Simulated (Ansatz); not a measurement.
Basis-set series for C3H12FGeN3, SMILES `C[NH][Ge]([F])([NH]C)[NH]C`. Charge 0, multiplicity 1. The geometry is a stationary point of PBE0-D4/def2-TZVP. It is one conformer, not always the lowest.

| functional | basis | functions | energy (Eh) | HOMO (eV) | LUMO (eV) |
| --- | --- | --- | --- | --- | --- |
| PBE0-D4 | def2-SVP | 190 | -2461.48210 | -6.35 | 1.10 |
| PBE0-D4 | def2-TZVPP | 433 | -2462.19590 | -6.53 | 0.53 |
| ωB97M-V | def2-SVP | 190 | -2461.87541 | -8.69 | 2.79 |
| ωB97M-V | def2-TZVPP | 433 | -2462.60562 | -8.88 | 2.00 |

**Question.** Give the rows for def2-QZVPP. (Best estimate.)

**Answer.** Ansatz gave: 
```
functional       basis  functions  energy (Eh)  HOMO (eV)  LUMO (eV)
   PBE0-D4  def2-QZVPP        848  -2462.26388      -6.58       0.17
   ωB97M-V  def2-QZVPP        848  -2462.67120      -8.92       1.35
```

Positive LUMOs are unbound and depend on the basis. Scalar relativity is left out up to krypton.
